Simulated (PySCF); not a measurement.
NiCl: one state, many levels of theory

State: ²Π (doublet), unpaired electrons π ↑. Set-up: Ni def2-TZVPPD, Cl def2-TZVPPD; no relativity (PySCF 2.14). De refers to Ni (3d8 4s2) + Cl in their high-spin ground configurations, without counterpoise correction. The functionals are run spin-unrestricted. A positive dipole means Ni(−)Cl(+).

```csv
Level,Re (Å),ωe (cm⁻¹),De (eV),μ (D),"CPU s a point (SCF and correlation, without the integrals)"
UHF,2.205,355,n/a,-7.04,4.4
UHF-MP2,2.069,413,n/a,n/a,7.8
UHF-SCS-MP2,2.097,400,n/a,n/a,n/a
LDA,1.990,461,n/a,-3.63,4
PBE,2.047,420,n/a,-4.02,8
r²SCAN,2.051,421,n/a,-4.44,4.9
PBE0,2.079,406,n/a,-5.16,31
M06-2X,2.149,386,n/a,-5.87,8.2
LC-ωPBE,2.065,422,n/a,-5.42,7.5
B2PLYP,2.083,405,n/a,-5.76,8.2
```

The bond length runs from 1.990 Å (LDA) to 2.205 Å (UHF).

Correlated steps freeze 10 core orbitals. De is left out where the level can put another filling of the metal’s s and d shells below the measured ground configuration, by anything from nothing to about 1 eV. Counting both spins, an empty level lies below a filled one in some of these solutions, because spin and occupation are held. B2PLYP dipoles, levels and charges come from its SCF part alone. The state is the lowest single determinant that the PBE0 search found; with open d or f shells the true ground state can be another one.

The whole job (state search and all levels along the bond) took about 15 min on 2 threads of Arm Neoverse V1 (shared host), peak memory 5.5 GiB.
